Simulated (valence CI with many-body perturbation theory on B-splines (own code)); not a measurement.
## Level structure of Se XXI

Calculated by relativistic CI+MBPT: four valence electrons over a frozen Dirac-Fock core [Ne], a basis of 11 s, 11 p, 10 d, 8 f, 5 g, 2 h functions for each j, with the one-electron correlation potential Σ1 (screened to all orders), the two-electron term Σ2, the three-electron term Σ3, Breit, model QED; selected single and double excitations, second order for the rest, scaled by the run's own slope (own B-spline code, finite nucleus).

No measured levels were compared; by estimate levels of excited configurations hold to 0.05 to 0.15 % of their energy, terms of the ground configuration to about 0.5 %. Among the levels kept, up to 790 cm⁻¹ of a level comes from second order outside the variational space, and about a tenth of that is noise between levels of different J, which matters for small intervals.

Levels 46 to 90 of 173, with energies above the lowest level, 3s2.3p2 3P_0. "Leading %" is the weight of the configuration and term that name the level; weights of strongly mixed levels are sums over their largest components and can fall short. Lifetimes count E1, E2, E3, M1 and M2 decay at the calculated energies, and are blank where another channel may lead or the interval is too uncertain; long ones can be off by a factor of two.

```csv
No.,Configuration,Term,J,E (eV),Leading %,Second component,g,Lifetime
46,3s.3p2.3d,3F,4,147.02,62,24 % 3s.3p2.3d 5D,1.304,991 ps
47,3s.3p2.3d,5P,1,147.19,92,,2.433,10.4 ps
48,3s.3p2.3d,3P,2,147.95,55,25 % 3p4 3P,1.454,12.4 ps
49,3p4,1S,0,149.00,47,26 % 3s.3p2.3d 3P,,51.9 ps
50,3s.3p2.3d,3P,1,151.84,46,22 % 3p4 3P,1.279,11.9 ps
51,3s.3p2.3d,3G,3,153.96,80,15 % 3s.3p2.3d 1F,0.801,42.7 ps
52,3s.3p2.3d,3D,2,154.82,39,36 % 3s.3p2.3d 3F,1.004,18.8 ps
53,3s.3p2.3d,3G,4,155.57,89,5 % 3s.3p2.3d 3F,1.065,53.8 ps
54,3s.3p2.3d,3P,0,156.18,51,28 % 3p4 3P,,12.8 ps
55,3s.3p2.3d,3D,3,156.62,68,13 % 3s.3p2.3d 1F,1.239,17.3 ps
56,3s.3p2.3d,3D,1,156.79,69,14 % 3s.3p2.3d 3P,0.775,17.3 ps
57,3s.3p2.3d,3G,5,157.60,94,5 % 3s.3p2.3d 5F,1.209,74.2 ps
58,3s.3p2.3d,1G,4,157.62,67,13 % 3s.3p2.3d 3F,1.046,78.3 ps
59,3s.3p2.3d,1F,3,158.65,45,20 % 3s.3p2.3d 3F,1.056,17.6 ps
60,3s.3p2.3d,3D,2,159.11,49,35 % 3s.3p2.3d 3F,1.000,11.3 ps
61,3s.3p2.3d,3F,3,161.33,50,35 % 3s.3p2.3d 3D,1.195,11.0 ps
62,3s.3p2.3d,3D,1,161.45,96,,0.519,12.8 ps
63,3s.3p2.3d,1P,1,161.61,49,39 % 3s.3p2.3d 3D,0.825,12.2 ps
64,3s.3p2.3d,3P,0,162.58,79,14 % 3s2.3d2 3P,,12.6 ps
65,3s.3p2.3d,3D,2,162.66,68,14 % 3s.3p2.3d 3F,1.082,15.0 ps
66,3s.3p2.3d,3P,1,163.79,61,13 % 3s2.3d2 3P,1.489,13.4 ps
67,3s.3p2.3d,3F,4,165.41,73,11 % 3s.3p2.3d 1G,1.211,10.9 ps
68,3s.3p2.3d,3P,2,165.50,48,14 % 3s.3p2.3d 3D,1.360,12.6 ps
69,3s.3p2.3d,3D,2,166.77,36,26 % 3s.3p2.3d 3F,1.017,10.2 ps
70,3s.3p2.3d,3D,3,166.81,57,13 % 3s.3p2.3d 3F,1.220,19.4 ps
71,3s.3p2.3d,3D,1,167.15,39,28 % 3s.3p2.3d 3S,1.146,11.0 ps
72,3s.3p2.3d,3F,3,167.65,48,41 % 3s.3p2.3d 3D,1.189,10.3 ps
73,3s.3p2.3d,3F,2,168.16,41,34 % 3s.3p2.3d 3D,0.966,10.6 ps
74,3s.3p2.3d,3S,1,169.42,55,24 % 3s.3p2.3d 1P,1.527,12.1 ps
75,3s.3p2.3d,3F,4,172.68,90,,1.238,11.1 ps
76,3s.3p2.3d,1D,2,172.98,35,24 % 3s2.3d2 1D,1.053,10.0 ps
77,3s.3p2.3d,3D,3,173.18,75,19 % 3s.3p2.3d 3F,1.275,12.7 ps
78,3s.3p2.3d,3D,3,176.88,71,12 % 3s.3p2.3d 3F,1.275,8.36 ps
79,3s.3p2.3d,1S,0,177.57,37,27 % 3s.3p2.3d 3P,,6.46 ps
80,3s.3p2.3d,3D,2,177.77,55,20 % 3s.3p2.3d 1D,1.055,8.58 ps
81,3s.3p2.3d,1D,2,178.24,39,36 % 3s.3p2.3d 3D,1.133,9.96 ps
82,3s.3p2.3d,3D,1,178.74,71,12 % 3s.3p2.3d 1P,0.663,7.82 ps
83,3s.3p2.3d,1P,1,179.74,39,23 % 3s.3p2.3d 3P,1.002,6.17 ps
84,3s.3p2.3d,3P,2,182.05,56,16 % 3s.3p2.3d 1D,1.359,5.57 ps
85,3s.3p2.3d,3P,1,185.48,53,35 % 3s.3p2.3d 1P,1.302,5.46 ps
86,3s.3p2.3d,3P,0,186.16,49,12 % 3p4 3P,,4.99 ps
87,3s.3p2.3d,1F,3,187.88,90,4 % 3s.3p2.3d 3D,1.013,5.31 ps
88,3s2.3d2,3F,2,190.02,70,15 % 3s.3p2.3d 3F,0.708,6.02 ps
89,3s2.3d2,3F,3,191.15,76,18 % 3s.3p2.3d 3F,1.084,6.64 ps
90,3s2.3d2,3F,4,191.87,79,16 % 3s.3p2.3d 3F,1.247,7.18 ps
```

Names give the largest LS component (configuration and term), which can be under half, so a name can repeat, a term be missing and a line seem to break the LS rules; names also repeat where a configuration has a term twice.

Where two levels of one J and parity lie close, their mixing, g and order are uncertain.
